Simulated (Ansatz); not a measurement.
Wavefunction ladder for ClGeH$_{2}$I (`[Cl][GeH2][I]`)

```xyz
5

Cl   -2.029    0.219   -0.375
Ge    0.075    0.195    0.041
I     0.916   -2.153   -0.102
H     0.768    1.035   -1.034
H     0.269    0.704    1.471
```

Charge 0, multiplicity 1. Correlated methods include outer-core shells of Ge, I, which these sets cover unevenly. Scalar relativity is left out up to krypton. I: def2 effective core potential. The structure was optimised at the PBE0-D4/def2-TZVP level. Frozen core, restricted reference, Ansatz.

```json
{"basis": "def2-SVP", "HF (Eh)": "-2832.35502", "MP2 corr.": "-0.47850"}
{"basis": "def2-TZVPP", "HF (Eh)": "-2832.79045", "MP2 corr.": "-0.93792"}
{"basis": "def2-QZVPP", "HF (Eh)": "-2832.84670", "MP2 corr.": "-1.39242"}
```

Task: Estimate the CCSD correlation energy and the (T) correction in each basis where they were run (hartree).

Result: 
```csv
basis,CCSD corr.,(T)
def2-SVP,-0.50104,-0.01255
def2-TZVPP,-0.93027,-0.02845
def2-QZVPP,-1.34322,-0.04016
```
